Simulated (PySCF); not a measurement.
# TDDFT excited states: C8H10

C8H10.
Structure used (GFN2-xTB), in Å, numbered top down from 1:
```xyz
18
C8H10 angstrom
C      3.495    0.968   -0.275
C      2.125    0.540   -0.097
C      0.989    0.178    0.057
C     -0.359   -0.219    0.226
C     -1.480    0.705    0.710
C     -2.446    0.032   -0.286
C     -1.322   -0.886   -0.745
C     -0.789   -1.648    0.425
H      4.097    0.675    0.586
H      3.535    2.052   -0.382
H      3.915    0.510   -1.170
H     -1.291    1.753    0.486
H     -1.733    0.604    1.765
H     -3.304   -0.475    0.155
H     -2.794    0.709   -1.063
H     -1.159   -1.200   -1.763
H     -0.044   -2.400    0.210
H     -1.444   -1.894    1.249
```

Computed, not measured: TDDFT PBE0/def2-SVPD, vertical, gas phase, core orbitals frozen in the response (PySCF 2.14.0, density-fitted response routines).

Task: Predict the UV-vis stick spectrum at this level.

Result: 

```tsv
state	E (eV)	λ (nm)	ν̃ (cm⁻¹)	f	|μ| (D)	main configurations (H = HOMO, L = LUMO)
S1	5.99	207.1	48280	0.0096	0.65	H→L+1 (58%), H→L+3 (21%)
S2	6.18	200.7	49820	0.014	0.76	H→L (96%)
S3	6.39	194.2	51500	0.029	1.09	H→L+3 (46%), H-1→L+1 (28%)
S4	6.56	189.1	52880	0.032	1.13	H-1→L+3 (35%), H-1→L+1 (27%), H→L+1 (11%)
S5	6.71	184.8	54110	0.018	0.83	H-1→L (77%), H→L+2 (11%)
S6	6.74	184.0	54360	0.018	0.84	H→L+2 (73%), H-1→L (12%)
```

Triplets (Tamm–Dancoff): T1 5.07 eV, H→L+1 (44%), H→L+3 (10%), H→L+5 (10%); T2 5.56 eV, H→L+3 (30%), H→L+1 (23%), H-1→L+3 (21%).

The lowest singlet comes at 207 nm (578 kJ/mol) in the ultraviolet; it is weak; its leading configuration is HOMO→LUMO+1 (58%). The strongest level in the table is S4 at 6.56 eV (189 nm, f = 0.032). Löwdin shares by element: HOMO carbon 74% or more (atoms not listed hold the other 26%); LUMO carbon 48% or more, hydrogen 6% or more (atoms not listed hold the other 46%). The listed states span 0.75 eV, and the widest gap between neighbours is 0.21 eV (S2 to S3). The oscillator strengths of these states sum to 0.120; summed over the whole spectrum of an exact calculation they would give the number of electrons, 58 (Thomas–Reiche–Kuhn). Weighted by f, the mean energy of these states is 6.48 eV. The window holds the lowest 6 singlets.

The run took 51 s of wall time on Arm Neoverse V1, one thread, shared host with 64 logical CPUs at a one-minute load of 77, and the process peaked at 0.91 GiB of memory.
